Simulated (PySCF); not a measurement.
# UHF on Os²⁺ (osmium, charge +2)

Configuration: [Xe] 4f14 5d5 6p1, high-spin 7P determinant (an excited configuration). All numbers are calculated (PySCF 2.14, scalar relativity through the core potential, in aug-cc-pVTZ-PP with one added diffuse shell each of s, p, d, f, g type with ECP60MDF (7s7p6d4f3g, 113 functions)).

| Quantity | Value |
| --- | --- |
| Total energy | -88.993240 hartree |
| One-electron energy | -143.1179 hartree |
| Hartree (Coulomb) energy | 62.4139 hartree |
| Exchange energy | -8.2892 hartree |
| ⟨S²⟩ | 12.0019 |
| ⟨L²⟩ | 2.019 |
| Sum of ⟨r⟩ | 20.65 bohr |
| Sum of ⟨r²⟩ | 38.84 bohr² |
| Traceless quadrupole moment −½Σ⟨3z² − r²⟩ along its main axis | -4.93 e·bohr² |

| shell | electrons | mean orbital energy (hartree) | spread (hartree) | rms radius, mean of both spins (bohr) |
| --- | --- | --- | --- | --- |
| 5s α | 1 | -4.87460 | 0 | 1.09 |
| 5s β | 1 | -4.60846 | 0 | 1.09 |
| 5p α | 3 | -3.25183 | 0.00368 | 1.25 |
| 5p β | 3 | -2.87668 | 0.01804 | 1.25 |
| 5d α | 5 | -1.26585 | 0.01114 | 1.74 |
| 6p α | 1 | -0.67072 | 0 | 3.45 |

Energies and moments cover only the electrons outside the core potential. Spin-orbit coupling, absent here, splits the open shell strongly.
